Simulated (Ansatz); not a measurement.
Two spin states of Si2-, each at its own minimum; 2S+1 = 2, 4 were tried, and our sources give no spin for the ground state.

Each state is the lowest solution found for its spin in def2 and cc sets.

Cores are frozen in the correlated methods.

Run with Ansatz (Gaussian basis) for Hartree–Fock, density functionals and correlated methods. Values without a source in brackets are computed.

| level | energy of the multiplicity-4 state above the multiplicity-2 state (kcal/mol) |
|---|---|
| PBE0/def2-TZVPP | 30.74 |
| wB97X-V/def2-TZVPP | 34.34 |
| CCSD/def2-TZVPP | 30.33 |
| CCSD(T)/def2-TZVPP | … |

Q: Fill in the missing entries.

A: 
- CCSD(T)/def2-TZVPP, energy of the multiplicity-4 state above the multiplicity-2 state (kcal/mol): 36.22

Ansatz is a first-principles code.
